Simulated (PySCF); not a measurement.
A structure optimised at B3LYP-D3(BJ)/def2-SVP, used in a PySCF frequency run:

```xyz
17

C     -0.1129     2.6832     0.0000
C     -1.3114     1.9891     0.0000
C     -1.2741     0.5830     0.0000
N     -2.3696    -0.1839     0.0000
C     -2.1758    -1.4998     0.0000
N     -1.0181    -2.1479     0.0000
C      0.1016    -1.4159     0.0000
N      1.3031    -1.9769     0.0000
C      2.3599    -1.1582     0.0000
N      2.3620     0.1618     0.0000
C      1.1722     0.7868     0.0000
N      1.0947     2.1084     0.0000
N     -0.0028    -0.0041     0.0000
H     -0.1204     3.7791     0.0000
H     -2.2842     2.4771     0.0000
H     -3.0797    -2.1219     0.0000
H      3.3426    -1.6462     0.0000
```

Q: Write its SMILES, formula and point group.

A: C1=CC2=NC=NC3=NC=NC(=N1)N23, C₇H₄N₆, Cs

Q: What are its rotational constants (standard atomic weights)?

A: 1.2169, 1.1854, 0.60047 GHz
